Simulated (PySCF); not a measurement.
```xyz
6
charge -1 multiplicity 3, angstrom
Os    0.0246   -0.0244   -0.0439
F    -0.4228    0.4186    1.7811
F     1.8904   -0.0278   -0.5393
F     0.1713    1.9133   -0.1169
F    -1.9127   -0.1754   -0.1207
F     0.0330   -1.8894   -0.5427
```

All numbers come from UPBE/[Os def2-SVPD with ECP60, F def2-SVPD], scalar-relativistic core potentials, density fitting, no spin–orbit coupling, PySCF.

This geometry of [OsF5]- is a stationary point at this level.

Problem. What is the point group?

Solution. Cs.

Problem. Is it a minimum?

Solution. No: it has 1 imaginary mode, at 54i cm⁻¹ (a'').

Problem. Which band is strongest in the infrared?

Solution. 564 cm⁻¹ (a''), 227 km/mol.

Problem. What are the dipole moment and the gap between the highest occupied and lowest empty levels of either spin?

Solution. 1.18 D about the centre of mass and 0.67 eV.

Problem. Give the atomic charges and bond orders.

Solution. 
```csv
atom,Mulliken,Löwdin,polar tensor,spin (Mulliken),Mayer order to Os1
Os1,1.79,1.42,2.15,1.63,–
F2,-0.51,-0.46,-0.56,0.03,0.73
"F3,6",-0.58,-0.48,-0.64,0.08,0.64
"F4,5",-0.56,-0.49,-0.65,0.09,0.64
```

Other isomers or separated fragments may lie lower. Other spin states or occupations of the open shell can lie lower. The lowest empty level of this anion is unbound, so it and the gap depend on the basis. No spin–orbit coupling is included, which matters more the heavier the element.
